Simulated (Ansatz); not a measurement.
One change: `CS/C(C)=C/C(C)=O` becomes `CC1=CC(C)=[O+][Sn-]([CH3])[O]1`.

Ansatz, PBE0-D4/def2-TZVP geometries, multiplicity 1. Each molecule was computed in one conformer, which needn't be the lowest.

Elements past krypton have def2 core potentials.

```csv
property,`CS/C(C)=C/C(C)=O`
HOMO energy (ωB97M-V/def2-TZVPP) / eV,-8.59
HOMO energy (PBE0/def2-TZVPP) / eV,-6.55
LUMO energy (ωB97M-V/def2-TZVPP) / eV,0.80
HOMO–LUMO gap (PBE0/def2-TZVPP) / eV,5.27
size of the dipole moment (PBE/def2-TZVPP) / D,3.62
size of the dipole moment (B3LYP/def2-TZVPP) / D,3.67
```

Question: Give the same properties after the change, and the shifts. (An estimate is asked.)

Answer: Ansatz gave: 
| property | `CC1=CC(C)=[O+][Sn-]([CH3])[O]1` | shift |
| --- | --- | --- |
| HOMO energy (ωB97M-V/def2-TZVPP) / eV | -7.89 | 0.70 |
| HOMO energy (PBE0/def2-TZVPP) / eV | -5.81 | 0.74 |
| LUMO energy (ωB97M-V/def2-TZVPP) / eV | 0.53 | -0.27 |
| HOMO–LUMO gap (PBE0/def2-TZVPP) / eV | 4.28 | -0.99 |
| size of the dipole moment (PBE/def2-TZVPP) / D | 2.51 | -1.11 |
| size of the dipole moment (B3LYP/def2-TZVPP) / D | 2.60 | -1.07 |

With PBE0 the HOMO rises by 0.74 eV and the LUMO falls by 0.25 eV, so the gap narrows by about 0.99 eV. PBE moves the HOMO by 0.40 eV and ωB97M-V by 0.70 eV. Dipoles are sizes alone; their direction can turn.

Positive LUMOs are unbound, so they and the gaps depend on the basis.

B3LYP here is the variant with VWN-RPA as its local correlation; programs differ in this.
